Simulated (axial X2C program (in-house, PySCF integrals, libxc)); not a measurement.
Results of a calculation; reference values are marked as such.
**TiSi: input and output**

Program: an in-house all-electron X2C program for linear molecules (integrals from PySCF).

Input:
```json
{
 "zs": [
  22,
  14
 ],
 "q": 0,
 "bas": [
  "dyall-cv3z",
  "dyall-v3z"
 ],
 "levels": [
  "PBE0",
  "HF",
  "BLYP"
 ],
 "cc": true,
 "r0": 2.52,
 "thr": -1.0,
 "nmax": 90,
 "npts": 10,
 "nst": 2,
 "ntry": 6
}
```
```bash
python so2c.py task.json out
```

Keys: zs atomic numbers; q charge; bas basis sets; levels methods; cc coupled cluster on or off; r0 starting distance in Å; thr threshold in hartree for freezing inner shells (an s shell follows its p shell); nmax most natural virtual spinors; npts points on the curve; nst determinants followed; ntry starts of the search. HF also brings MP2.

Output of the HF step, without spin–orbit coupling, at R = 2.423 Å for the state M_S = 2, Λ = 2. It starts from PBE0 orbitals of this distance.

```
spin-free X2C-1e  HF
basis functions 162  fitting functions 952  grid points 5079
iter        total energy     max residual
   1      -1142.189407566     1.68e-01
   2      -1142.218562806     2.82e-02
   3      -1142.226902130     1.36e-02
   4      -1142.230919368     1.13e-02
   5      -1142.235417330     5.40e-03
   6      -1142.238156840     4.34e-03
   7      -1142.239925466     4.31e-03
   8      -1142.240351755     4.36e-03
   9      -1142.234439397     3.45e-03
  10      -1142.234525692     2.61e-03
  11      -1142.234876320     8.24e-04
  12      -1142.234962935     5.64e-04
  13      -1142.234958177     4.08e-04
  14      -1142.234961019     1.80e-04
  15      -1142.234962361     9.90e-05
  16      -1142.234961602     2.11e-05
  17      -1142.234961633     9.37e-06
  18      -1142.234961637     3.46e-06
  19      -1142.234961637     9.75e-07
converged
one-electron -1704.95269146  Coulomb 557.26532880  exact exchange -61.81403767  xc functional 0.00000000  nuclear repulsion 67.26643870
correlated 8  virtual 252  natural virtual 90  E(MP2) -0.140598679  MP2 remainder -0.005356014
iter   CCSD correlation   residual
   1     -0.150330519   1.45e-01
   2     -0.158286586   7.69e-02
   3     -0.161226304   4.35e-02
   4     -0.162600800   2.74e-02
   5     -0.163439980   1.67e-02
   6     -0.163822866   9.63e-03
   7     -0.164007844   4.54e-03
   8     -0.164072568   2.21e-03
   9     -0.164071566   1.21e-03
  10     -0.164085704   5.78e-04
  11     -0.164083786   2.48e-04
  12     -0.164087449   1.13e-04
  13     -0.164087584   6.01e-05
  14     -0.164088093   3.73e-05
  15     -0.164088403   2.03e-05
  16     -0.164088465   1.17e-05
  17     -0.164088576   6.05e-06
  18     -0.164088621   2.89e-06
  19     -0.164088647   1.56e-06
  20     -0.164088670   8.39e-07
  21     -0.164088671   4.28e-07
(T) -0.012558142  T1 0.0787  D1 0.1364  max T2 0.182
```
Energies are in hartree; totals compare only within one Hamiltonian and basis. T1 is large, a sign of multireference character or of a spin-contaminated reference. Where the energy jumps back up, the SCF was restarted by another method. T1 in the output is the amplitude norm over the root of the electron number; divide by √2 for the Lee–Taylor value.
